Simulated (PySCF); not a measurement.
HFSi, charge -1, doublet, geometry from GFN2-xTB (a state made from the parent by changing its charge; the spin is typed, not shown lowest); B3LYP/aug-cc-pVDZ run with PySCF.

Here is a job for PySCF.
```python
from pyscf import gto, scf, dft

mol = gto.Mole()
mol.atom = '''
    Si   -0.279835   -0.368462    0.505244
    H    -0.949016   -1.249640   -0.619775
    F     0.540745    0.712012   -0.717071
'''
mol.basis = 'aug-cc-pvdz'
mol.charge = -1
mol.spin = 1
mol.verbose = 4
mol.symmetry = True
mol.build()

mf = dft.UKS(mol)
mf.xc = 'b3lyp'
mf.irrep_nelec = {"A'": (11, 10), 'A"': (2, 2)}
mf.kernel()
mf.analyze()
```

The log (banner, timings and long lists left out):

```
PySCF version 2.14.0

[INPUT] verbose = 4
[INPUT] num. atoms = 3
[INPUT] num. electrons = 25
[INPUT] charge = -1
[INPUT] spin (= nelec alpha-beta = 2S) = 1
[INPUT] symmetry True subgroup None
[INPUT] Mole.unit = angstrom
[INPUT] Symbol           X                Y                Z      unit          X                Y                Z       unit  Magmom
[INPUT]  1 Si    -0.279835000000  -0.368462000000   0.505244000000 AA   -0.528811510068  -0.696292267309   0.954772786080 Bohr   0.0
[INPUT]  2 H     -0.949016000000  -1.249640000000  -0.619775000000 AA   -1.793380327830  -2.361477354301  -1.171205008852 Bohr   0.0
[INPUT]  3 F      0.540745000000   0.712012000000  -0.717071000000 AA    1.021859953228   1.345507677404  -1.355067801868 Bohr   0.0

nuclear repulsion = 43.138895549311
point group symmetry = Cs
symmetry origin: [-7.87385885e-08  0.00000000e+00  1.57477177e-07]
symmetry axis x: [0.37173671 0.48950732 0.788793  ]
symmetry axis y: [-0.47707041 -0.62817054  0.61465893]
symmetry axis z: [ 7.96376573e-01 -6.04801086e-01  1.54130264e-05]
num. orbitals of irrep A' = 42
num. orbitals of irrep A" = 17
number of shells = 21
number of NR pGTOs = 96
number of NR cGTOs = 59
basis = aug-cc-pvdz
ecp = {}

******** <class 'pyscf.dft.uks_symm.SymAdaptedUKS'> ********
method = SymAdaptedUKS
initial guess = minao
damping factor = 0
level_shift factor = 0
DIIS = <class 'pyscf.scf.diis.CDIIS'>
diis_start_cycle = 1
diis_space = 8
diis_damp = 0
SCF conv_tol = 1e-09
SCF conv_tol_grad = None
SCF max_cycles = 50
direct_scf = True
direct_scf_tol = 1e-13
number electrons alpha = 13  beta = 12
irrep_nelec {"A'": (11, 10), 'A"': (2, 2)}
XC library pyscf.dft.libxc version 7.1.2
    S. Lehtola, C. Steigemann, M. J. T. Oliveira, and M. A. L. Marques,  SoftwareX 7, 1–5 (2018)
XC functionals = b3lyp
    P. J. Stephens, F. J. Devlin, C. F. Chabalowski, and M. J. Frisch,  J. Phys. Chem. 98, 11623 (1994)
radial grids:
    Treutler-Ahlrichs [JCP 102, 346 (1995); DOI:10.1063/1.469408] (M4) radial grids

becke partition: Becke, JCP 88, 2547 (1988); DOI:10.1063/1.454033
pruning grids: <function nwchem_prune>
grids dens level: 3
symmetrized grids: True
atomic radii adjust function: <function treutler_atomic_radii_adjust>
small_rho_cutoff = 0
Freeze 25 electrons in irreps ["A'", 'A"']
    0 free electrons in irreps
Set gradient conv threshold to 3.16228e-05
tot grids = 43256
init E= -389.763841300978

cycle= 1 E= -389.83852178039  delta_E= -0.0747  |g|= 0.451  |ddm|= 1.16

cycle= 2 E= -389.108411740722  delta_E= 0.73  |g|= 1.47  |ddm|=  2.3

cycle= 3 E= -389.931998865814  delta_E= -0.824  |g|= 0.0594  |ddm|= 1.24

cycle= 4 E= -389.934023976721  delta_E= -0.00203  |g|= 0.0354  |ddm|= 0.35

cycle= 5 E= -389.93508246367  delta_E= -0.00106  |g|= 0.00852  |ddm|= 0.144

cycle= 6 E= -389.935151727076  delta_E= -6.93e-05  |g|= 0.00198  |ddm|= 0.0525

cycle= 7 E= -389.935168528406  delta_E= -1.68e-05  |g|= 0.000934  |ddm|= 0.0615

cycle= 8 E= -389.935173760435  delta_E= -5.23e-06  |g|= 0.000324  |ddm|= 0.0558

cycle= 9 E= -389.935175399213  delta_E= -1.64e-06  |g|= 0.000157  |ddm|= 0.0466

cycle= 10 E= -389.935175975872  delta_E= -5.77e-07  |g|= 8.7e-05  |ddm|= 0.0348

cycle= 11 E= -389.935176143211  delta_E= -1.67e-07  |g|= 3.05e-05  |ddm|= 0.0255

cycle= 12 E= -389.935176157909  delta_E= -1.47e-08  |g|= 1.17e-05  |ddm|= 0.00603

cycle= 13 E= -389.935176161291  delta_E= -3.38e-09  |g|= 4.8e-06  |ddm|= 0.00282

cycle= 14 E= -389.935176161675  delta_E= -3.84e-10  |g|= 2.01e-06  |ddm|= 0.000499

Extra cycle  E= -389.935176161698  delta_E= -2.3e-11  |g|= 2.17e-06  |ddm|= 5.72e-05
converged SCF energy = -389.935176161698  <S^2> = 0.75086595  2S+1 = 2.0008658
**** SCF Summaries ****
Total Energy =                        -389.935176161698394
Nuclear Repulsion Energy =              43.138895549310973
One-electron Energy =                 -631.321085909360136
Two-electron Energy =                  198.247014198350769
Two-electron Coulomb Energy =          230.039755771597669
DFT Exchange-Correlation Energy =      -31.792741573246904
Wave-function symmetry = A'
alpha occupancy for each irrep:     A'   A"
                                    11    2
beta  occupancy for each irrep:     A'   A"
                                    10    2
**** MO energy ****
alpha MO #1 (A' #1), energy= -66.0310298116553 occ= 1
alpha MO #2 (A' #2), energy= -24.4954819479142 occ= 1
alpha MO #3 (A' #3), energy= -5.16328282115788 occ= 1
alpha MO #4 (A" #1), energy= -3.52630972893434 occ= 1
alpha MO #5 (A' #4), energy= -3.52146672333833 occ= 1
alpha MO #6 (A' #5), energy= -3.51685956341474 occ= 1
alpha MO #7 (A' #6), energy= -0.956510562583253 occ= 1
alpha MO #8 (A' #7), energy= -0.342277719419416 occ= 1
alpha MO #9 (A' #8), energy= -0.235378429065007 occ= 1
alpha MO #10 (A" #2), energy= -0.220744172210877 occ= 1
alpha MO #11 (A' #9), energy= -0.209356672993278 occ= 1
alpha MO #12 (A' #10), energy= -0.0887338652496164 occ= 1
alpha MO #13 (A' #11), energy= 0.0721113229411063 occ= 1
alpha MO #14 (A" #3), energy= 0.0502925104502623 occ= 0
alpha MO #15 (A' #12), energy= 0.115826734317461 occ= 0
alpha MO #16 (A' #13), energy= 0.13855313205026 occ= 0
alpha MO #17 (A" #4), energy= 0.149427231583465 occ= 0
alpha MO #18 (A' #14), energy= 0.177519427271537 occ= 0
alpha MO #19 (A' #15), energy= 0.18640051476855 occ= 0
alpha MO #20 (A' #16), energy= 0.235814254190914 occ= 0
alpha MO #21 (A" #5), energy= 0.265521473592938 occ= 0
alpha MO #22 (A' #17), energy= 0.272174235969847 occ= 0
alpha MO #23 (A' #18), energy= 0.298249321765051 occ= 0
alpha MO #24 (A" #6), energy= 0.301372700228287 occ= 0
alpha MO #25 (A' #19), energy= 0.374727529911244 occ= 0
alpha MO #26 (A" #7), energy= 0.37526200074796 occ= 0
alpha MO #27 (A' #20), energy= 0.384723105917101 occ= 0
alpha MO #28 (A' #21), energy= 0.410520539069693 occ= 0
alpha MO #29 (A' #22), energy= 0.430324575161668 occ= 0
alpha MO #30 (A" #8), energy= 0.493641957561823 occ= 0
alpha MO #31 (A' #23), energy= 0.494363469555523 occ= 0
alpha MO #32 (A' #24), energy= 0.537888706790655 occ= 0
alpha MO #33 (A" #9), energy= 0.547480558048909 occ= 0
alpha MO #34 (A' #25), energy= 0.572651518118716 occ= 0
alpha MO #35 (A' #26), energy= 0.641685366530674 occ= 0
alpha MO #36 (A" #10), energy= 0.68398143102282 occ= 0
alpha MO #37 (A" #11), energy= 0.696033525504924 occ= 0
alpha MO #38 (A' #27), energy= 0.710266721673706 occ= 0
alpha MO #39 (A' #28), energy= 0.735043504310914 occ= 0
alpha MO #40 (A' #29), energy= 0.863705585453848 occ= 0
alpha MO #41 (A' #30), energy= 0.907630868152021 occ= 0
alpha MO #42 (A' #31), energy= 1.11994139272562 occ= 0
alpha MO #43 (A" #12), energy= 1.32385069045768 occ= 0
alpha MO #44 (A' #32), energy= 1.37368887972687 occ= 0
alpha MO #45 (A" #13), energy= 1.46371317718159 occ= 0
alpha MO #46 (A' #33), energy= 1.48050588580147 occ= 0
alpha MO #47 (A' #34), energy= 1.52332472640555 occ= 0
alpha MO #48 (A" #14), energy= 1.5923607234848 occ= 0
alpha MO #49 (A' #35), energy= 1.59350849347454 occ= 0
alpha MO #50 (A" #15), energy= 1.82982694722133 occ= 0
alpha MO #51 (A' #36), energy= 1.86488112368586 occ= 0
alpha MO #52 (A' #37), energy= 2.04289759316559 occ= 0
alpha MO #53 (A' #38), energy= 2.05828608793799 occ= 0
alpha MO #54 (A' #39), energy= 2.55604275320358 occ= 0
alpha MO #55 (A" #16), energy= 4.62051819487958 occ= 0
alpha MO #56 (A' #40), energy= 4.64008790749887 occ= 0
alpha MO #57 (A" #17), energy= 4.6999051462597 occ= 0
alpha MO #58 (A' #41), energy= 4.72454456364433 occ= 0
alpha MO #59 (A' #42), energy= 4.83394353592949 occ= 0
beta  MO #1 (A' #1), energy= -66.0303122083482 occ= 1
beta  MO #2 (A' #2), energy= -24.4938489561505 occ= 1
beta  MO #3 (A' #3), energy= -5.16240725330887 occ= 1
beta  MO #4 (A" #1), energy= -3.52581833649247 occ= 1
beta  MO #5 (A' #4), energy= -3.51907061249335 occ= 1
beta  MO #6 (A' #5), energy= -3.51631234257454 occ= 1
beta  MO #7 (A' #6), energy= -0.952592471342248 occ= 1
beta  MO #8 (A' #7), energy= -0.336426244391972 occ= 1
beta  MO #9 (A' #8), energy= -0.230563337601266 occ= 1
beta  MO #10 (A" #2), energy= -0.219134227393692 occ= 1
beta  MO #11 (A' #9), energy= -0.204967358249317 occ= 1
beta  MO #12 (A' #10), energy= -0.0832407939278648 occ= 1
beta  MO #13 (A" #3), energy= 0.0529410414389559 occ= 0
beta  MO #14 (A' #11), energy= 0.116788238557934 occ= 0
beta  MO #15 (A' #12), energy= 0.120145739377222 occ= 0
beta  MO #16 (A' #13), energy= 0.13915144024393 occ= 0
beta  MO #17 (A" #4), energy= 0.151626396681233 occ= 0
beta  MO #18 (A' #14), energy= 0.191775323731886 occ= 0
beta  MO #19 (A' #15), energy= 0.199315141809126 occ= 0
beta  MO #20 (A' #16), energy= 0.238341431979584 occ= 0
beta  MO #21 (A" #5), energy= 0.265852579395778 occ= 0
beta  MO #22 (A' #17), energy= 0.27454126925016 occ= 0
beta  MO #23 (A' #18), energy= 0.308261338217748 occ= 0
beta  MO #24 (A" #6), energy= 0.310734276690245 occ= 0
beta  MO #25 (A' #19), energy= 0.37768028720886 occ= 0
beta  MO #26 (A" #7), energy= 0.379081989323559 occ= 0
beta  MO #27 (A' #20), energy= 0.388848818813774 occ= 0
beta  MO #28 (A' #21), energy= 0.418930198676929 occ= 0
beta  MO #29 (A' #22), energy= 0.431295391223348 occ= 0
beta  MO #30 (A" #8), energy= 0.492588888510293 occ= 0
beta  MO #31 (A' #23), energy= 0.498662299080129 occ= 0
beta  MO #32 (A' #24), energy= 0.541375460064085 occ= 0
beta  MO #33 (A" #9), energy= 0.547819530657756 occ= 0
beta  MO #34 (A' #25), energy= 0.581759992305865 occ= 0
beta  MO #35 (A' #26), energy= 0.645136485543988 occ= 0
beta  MO #36 (A" #10), energy= 0.686182841956954 occ= 0
beta  MO #37 (A" #11), energy= 0.705549130952381 occ= 0
beta  MO #38 (A' #27), energy= 0.717653283314547 occ= 0
beta  MO #39 (A' #28), energy= 0.740540189303168 occ= 0
beta  MO #40 (A' #29), energy= 0.871649380539015 occ= 0
beta  MO #41 (A' #30), energy= 0.912729136279979 occ= 0
beta  MO #42 (A' #31), energy= 1.12202149717579 occ= 0
beta  MO #43 (A" #12), energy= 1.32451083077884 occ= 0
beta  MO #44 (A' #32), energy= 1.37466113209356 occ= 0
beta  MO #45 (A" #13), energy= 1.46593540469143 occ= 0
beta  MO #46 (A' #33), energy= 1.48237082488636 occ= 0
beta  MO #47 (A' #34), energy= 1.52629850295289 occ= 0
beta  MO #48 (A" #14), energy= 1.59401313529363 occ= 0
beta  MO #49 (A' #35), energy= 1.59516279371488 occ= 0
beta  MO #50 (A" #15), energy= 1.82961486796978 occ= 0
beta  MO #51 (A' #36), energy= 1.86770153764515 occ= 0
beta  MO #52 (A' #37), energy= 2.04462452077683 occ= 0
beta  MO #53 (A' #38), energy= 2.05906111283426 occ= 0
beta  MO #54 (A' #39), energy= 2.55991580926456 occ= 0
beta  MO #55 (A" #16), energy= 4.62181175028404 occ= 0
beta  MO #56 (A' #40), energy= 4.64148517370564 occ= 0
beta  MO #57 (A" #17), energy= 4.70286260291407 occ= 0
beta  MO #58 (A' #41), energy= 4.72762249771728 occ= 0
beta  MO #59 (A' #42), energy= 4.83768192562683 occ= 0
 ** Mulliken pop alpha/beta on meta-lowdin orthogonal AOs **
 ** Mulliken pop       alpha | beta **
In total            13.00000 | 12.00000
 ** Mulliken atomic charges   ( Nelec_alpha | Nelec_beta ) **
charge of  0Si =     -0.24917  (     7.58257      6.66659 )
charge of  1H =     -0.14649  (     0.57776      0.56872 )
charge of  2F =     -0.60435  (     4.83967      4.76468 )

WARN: System has nonzero charge -1; the dipole moment is origin-dependent.
Location of origin: [0. 0. 0.]

Dipole moment(X, Y, Z, Debye):  0.84473,  1.11225, -1.87200
```
